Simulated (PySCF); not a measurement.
**How methods differ on the excitation energy of B⁺**

B⁺ [He] 2s2 (1S) → B⁺ [He] 2s1 2p1 (3P), as a difference of total energies. Calculation: PySCF 2.14, in dyall-acv3z; scalar relativity by spin-free X2C-1e. Correlated levels: valence: 1s2 frozen; virtual orbitals above 40 to 60 times the deepest correlated orbital energy dropped. The calculations carry no spin-orbit coupling.

```csv
method,excitation energy (eV),error (eV)
UHF,3.138,-1.493
MP2 (valence),4.074,-0.557
SCS-MP2 (valence),4.338,-0.293
CCSD (valence),4.661,+0.030
```

Reference: 4.631 eV (measured; NIST levels, between the centres of gravity of the two terms).

Errors of the correlated levels include the incompleteness of this basis and the frozen core.

With two correlated electrons CCSD is exact in that space.
